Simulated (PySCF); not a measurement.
disodium (Na2), singlet, at a GFN2-xTB geometry (such geometries of metal compounds can be far from the true shape); PBE/def2-SVPD, polarisability by finite fields in PySCF.

Input for PySCF:
```python
from pyscf import gto, scf, dft

mol = gto.Mole()
mol.atom = '''
    Na   -0.00000000   -0.00000000   -1.36634921
    Na    0.00000000    0.00000000    1.36634921
'''
mol.basis = 'def2-svpd'
mol.verbose = 4
mol.build()

mf = dft.RKS(mol)
mf.xc = 'pbe'
mf.conv_tol = 1e-6
mf.kernel()
h0, z, done = mf.get_hcore(), mol.intor('int1e_r')[2], []
def energy(F):
    f = mf.copy()
    f.scf_summary = {}
    f.get_hcore = lambda *a: h0 + F * z
    e = f.kernel(mf.make_rdm1())
    done.append(f.converged)
    return e
F = 2e-4
alpha = -(energy(F) + energy(-F) - 2 * mf.e_tot) / F**2
print('alpha_zz =', alpha)
```

The log (banner, timings and long lists left out):

```
PySCF version 2.14.0

[INPUT] verbose = 4
[INPUT] num. atoms = 2
[INPUT] num. electrons = 22
[INPUT] charge = 0
[INPUT] spin (= nelec alpha-beta = 2S) = 0
[INPUT] symmetry False subgroup None
[INPUT] Mole.unit = angstrom
[INPUT] Symbol           X                Y                Z      unit          X                Y                Z       unit  Magmom
[INPUT]  1 Na     0.000000000000   0.000000000000  -1.366349210000 AA    0.000000000000   0.000000000000  -2.582025797416 Bohr   0.0
[INPUT]  2 Na     0.000000000000   0.000000000000   1.366349210000 AA    0.000000000000   0.000000000000   2.582025797416 Bohr   0.0

nuclear repulsion = 23.4312143823467
number of shells = 16
number of NR pGTOs = 72
number of NR cGTOs = 36
basis = def2-svpd
ecp = {}

******** <class 'pyscf.dft.rks.RKS'> ********
method = RKS
initial guess = minao
damping factor = 0
level_shift factor = 0
DIIS = <class 'pyscf.scf.diis.CDIIS'>
diis_start_cycle = 1
diis_space = 8
diis_damp = 0
SCF conv_tol = 1e-06
SCF conv_tol_grad = None
SCF max_cycles = 50
direct_scf = True
direct_scf_tol = 1e-13
XC library pyscf.dft.libxc version 7.1.2
    S. Lehtola, C. Steigemann, M. J. T. Oliveira, and M. A. L. Marques,  SoftwareX 7, 1–5 (2018)
XC functionals = pbe
    J. P. Perdew, K. Burke, and M. Ernzerhof,  Phys. Rev. Lett. 77, 3865 (1996)
    J. P. Perdew, K. Burke, and M. Ernzerhof,  Phys. Rev. Lett. 78, 1396 (1997)
    J. P. Perdew, K. Burke, and M. Ernzerhof,  Phys. Rev. Lett. 77, 3865 (1996)
    J. P. Perdew, K. Burke, and M. Ernzerhof,  Phys. Rev. Lett. 78, 1396 (1997)
radial grids:
    Treutler-Ahlrichs [JCP 102, 346 (1995); DOI:10.1063/1.469408] (M4) radial grids

becke partition: Becke, JCP 88, 2547 (1988); DOI:10.1063/1.454033
pruning grids: <function nwchem_prune>
grids dens level: 3
symmetrized grids: False
atomic radii adjust function: <function treutler_atomic_radii_adjust>
small_rho_cutoff = 0
Set gradient conv threshold to 0.001
Initial guess from minao.
tot grids = 36200
init E= -324.222401946055
  HOMO = -0.138774874439053  LUMO = -0.0728539856080411  gap/eV = 1.79380
cycle= 1 E= -324.224763738241  delta_E= -0.00236  |g|= 0.0326  |ddm|= 0.95
  HOMO = -0.107554084989119  LUMO = -0.0545765718340471  gap/eV = 1.44159
cycle= 2 E= -324.225991280565  delta_E= -0.00123  |g|= 0.0152  |ddm|= 0.315
  HOMO = -0.117472178707112  LUMO = -0.0604863189932568  gap/eV = 1.55066
cycle= 3 E= -324.226363095572  delta_E= -0.000372  |g|= 0.00116  |ddm|= 0.113
  HOMO = -0.1170634421142  LUMO = -0.0602214889936721  gap/eV = 1.54675
cycle= 4 E= -324.226364004525  delta_E= -9.09e-07  |g|= 2.07e-05  |ddm|= 0.00636
  HOMO = -0.117050130046789  LUMO = -0.0602147494234059  gap/eV = 1.54657
Extra cycle  E= -324.226364005087  delta_E= -5.62e-10  |g|= 6.7e-06  |ddm|= 0.000154
converged SCF energy = -324.226364005087

******** <class 'pyscf.dft.rks.RKS'> ********
method = RKS
initial guess = minao
damping factor = 0
level_shift factor = 0
DIIS = <class 'pyscf.scf.diis.CDIIS'>
diis_start_cycle = 1
diis_space = 8
diis_damp = 0
SCF conv_tol = 1e-06
SCF conv_tol_grad = None
SCF max_cycles = 50
direct_scf = True
direct_scf_tol = 1e-13
XC library pyscf.dft.libxc version 7.1.2
    S. Lehtola, C. Steigemann, M. J. T. Oliveira, and M. A. L. Marques,  SoftwareX 7, 1–5 (2018)
XC functionals = pbe
    J. P. Perdew, K. Burke, and M. Ernzerhof,  Phys. Rev. Lett. 77, 3865 (1996)
    J. P. Perdew, K. Burke, and M. Ernzerhof,  Phys. Rev. Lett. 78, 1396 (1997)
    J. P. Perdew, K. Burke, and M. Ernzerhof,  Phys. Rev. Lett. 77, 3865 (1996)
    J. P. Perdew, K. Burke, and M. Ernzerhof,  Phys. Rev. Lett. 78, 1396 (1997)
radial grids:
    Treutler-Ahlrichs [JCP 102, 346 (1995); DOI:10.1063/1.469408] (M4) radial grids

becke partition: Becke, JCP 88, 2547 (1988); DOI:10.1063/1.454033
pruning grids: <function nwchem_prune>
grids dens level: 3
symmetrized grids: False
atomic radii adjust function: <function treutler_atomic_radii_adjust>
small_rho_cutoff = 0
Overwritten attributes  get_hcore  of <class 'pyscf.dft.rks.RKS'>
Set gradient conv threshold to 0.001
init E= -324.226364005087
  HOMO = -0.117061921944126  LUMO = -0.0602298657388527  gap/eV = 1.54648
cycle= 1 E= -324.226358287482  delta_E= 5.72e-06  |g|= 0.00234  |ddm|= 0.0173
  HOMO = -0.117071252825429  LUMO = -0.0602254087081399  gap/eV = 1.54685
cycle= 2 E= -324.226337843275  delta_E= 2.04e-05  |g|= 0.00391  |ddm|= 0.0499
  HOMO = -0.117059022471913  LUMO = -0.0602266511065743  gap/eV = 1.54649
cycle= 3 E= -324.22636976061  delta_E= -3.19e-05  |g|= 1.26e-05  |ddm|= 0.0306
  HOMO = -0.117057043200905  LUMO = -0.0602284637126425  gap/eV = 1.54638
cycle= 4 E= -324.226369760817  delta_E= -2.07e-10  |g|= 8.02e-06  |ddm|= 0.000112
  HOMO = -0.117060857465151  LUMO = -0.0602309330748043  gap/eV = 1.54642
Extra cycle  E= -324.226369760655  delta_E= 1.61e-10  |g|= 1.17e-05  |ddm|= 0.000157
converged SCF energy = -324.226369760655

******** <class 'pyscf.dft.rks.RKS'> ********
method = RKS
initial guess = minao
damping factor = 0
level_shift factor = 0
DIIS = <class 'pyscf.scf.diis.CDIIS'>
diis_start_cycle = 1
diis_space = 8
diis_damp = 0
SCF conv_tol = 1e-06
SCF conv_tol_grad = None
SCF max_cycles = 50
direct_scf = True
direct_scf_tol = 1e-13
XC library pyscf.dft.libxc version 7.1.2
    S. Lehtola, C. Steigemann, M. J. T. Oliveira, and M. A. L. Marques,  SoftwareX 7, 1–5 (2018)
XC functionals = pbe
    J. P. Perdew, K. Burke, and M. Ernzerhof,  Phys. Rev. Lett. 77, 3865 (1996)
    J. P. Perdew, K. Burke, and M. Ernzerhof,  Phys. Rev. Lett. 78, 1396 (1997)
    J. P. Perdew, K. Burke, and M. Ernzerhof,  Phys. Rev. Lett. 77, 3865 (1996)
    J. P. Perdew, K. Burke, and M. Ernzerhof,  Phys. Rev. Lett. 78, 1396 (1997)
radial grids:
    Treutler-Ahlrichs [JCP 102, 346 (1995); DOI:10.1063/1.469408] (M4) radial grids

becke partition: Becke, JCP 88, 2547 (1988); DOI:10.1063/1.454033
pruning grids: <function nwchem_prune>
grids dens level: 3
symmetrized grids: False
atomic radii adjust function: <function treutler_atomic_radii_adjust>
small_rho_cutoff = 0
Set gradient conv threshold to 0.001
init E= -324.226364005086
  HOMO = -0.117061921944128  LUMO = -0.0602298657388531  gap/eV = 1.54648
cycle= 1 E= -324.226358287482  delta_E= 5.72e-06  |g|= 0.00234  |ddm|= 0.0173
  HOMO = -0.117071252825428  LUMO = -0.0602254087081376  gap/eV = 1.54685
cycle= 2 E= -324.226337843275  delta_E= 2.04e-05  |g|= 0.00391  |ddm|= 0.0499
  HOMO = -0.117059022471915  LUMO = -0.0602266511065732  gap/eV = 1.54649
cycle= 3 E= -324.226369760609  delta_E= -3.19e-05  |g|= 1.26e-05  |ddm|= 0.0306
  HOMO = -0.117057043200901  LUMO = -0.060228463712644  gap/eV = 1.54638
cycle= 4 E= -324.226369760816  delta_E= -2.07e-10  |g|= 8.02e-06  |ddm|= 0.000112
  HOMO = -0.117060857465154  LUMO = -0.0602309330748045  gap/eV = 1.54642
Extra cycle  E= -324.226369760655  delta_E= 1.61e-10  |g|= 1.17e-05  |ddm|= 0.000157
converged SCF energy = -324.226369760655
alpha_zz = 287.7784140764561
```
